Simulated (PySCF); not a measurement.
Computed shifts of a molecule C₃H₉Ga, PBE/pcSseg-1 (PySCF), GIAO, gas phase, atoms alike by connectivity averaged where their shifts nearly agree, in ppm (number of nuclei): ¹³C: 4.5 (3). ¹H: 0.56 (9). References: ¹³C against TMS (σ = 182.0 ppm); ¹H against TMS (σ = 31.49 ppm), references at their B3LYP-D3(BJ)/def2-TZVP geometries, non-relativistic. Geometry: B3LYP-D3(BJ)/def2-SVP. One conformer was computed; it need not be the lowest.

Q: Identify the compound among the candidates.
(A) C[CH](C)[GaH2]
(B) [CH3][Ga]([CH3])[CH3]
(C) C[CH2][GaH][CH3]
(D) CC[CH2][GaH2]

A: B, [CH3][Ga]([CH3])[CH3]
